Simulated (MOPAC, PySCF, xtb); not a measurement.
Bond stretch in MgO, singlet. Each curve is given relative to its own lowest point near equilibrium.

```csv
R / Å,A,B,C,D
1.38,4.0,179.2,309.7,311.5
1.48,0.0,55.2,137.7,136.0
1.56,11.3,13.1,60.3,58.1
1.63,29.7,0.7,22.6,20.6
1.65,36.2,0.0,15.8,13.8
1.73,66.3,6.0,1.4,0.1
1.78,87.7,15.0,0.0,0.0
1.86,124.3,34.4,6.1,9.4
1.92,152.5,51.6,15.1,22.1
2.04,207.0,89.3,37.7,56.4
2.15,251.7,125.2,59.3,93.4
2.37,322.2,195.4,104.7,169.7
2.61,374.2,264.2,155.0,244.4
2.85,408.3,321.5,197.8,305.0
3.11,431.7,—,233.2,355.0
3.48,449.9,—,267.0,403.2
3.86,457.9,—,288.0,433.3
4.19,460.4,—,299.6,449.6
4.70,461.2,—,310.4,464.6
5.22,461.1,—,316.4,472.9
6.05,460.9,—,321.2,479.5
6.88,460.8,—,323.5,482.7
```

Energies in kJ/mol.

### Question
Assign the columns to these levels of theory: MOPAC with AM1, restricted, heats of formation; GFN1-xTB in xtb; restricted BP86/6-31G*, spherical d (PySCF); unrestricted PBE/cc-pVTZ (PySCF 2.14.0).

### Answer
A is AM1; B is GFN1-xTB; C is UKS-PBE; D is RKS-BP86/6-31G*.

Dashes: no converged value, or the column stops at the first point that the program doubted or that broke a chosen test of continuity, which isn't proof of a fault.

The restricted form behind RKS-BP86/6-31G*, AM1 keeps the bonding electrons paired and can't separate into open-shell fragments. The unrestricted determinant behind UKS-PBE is spin-contaminated at 1.38 to 6.88 Å (<S²> up to 1.0, against 0.00 for a pure singlet). At the longest distance UKS-PBE leaves fractional charges on the fragments, a sign of delocalisation error or of the restricted form.
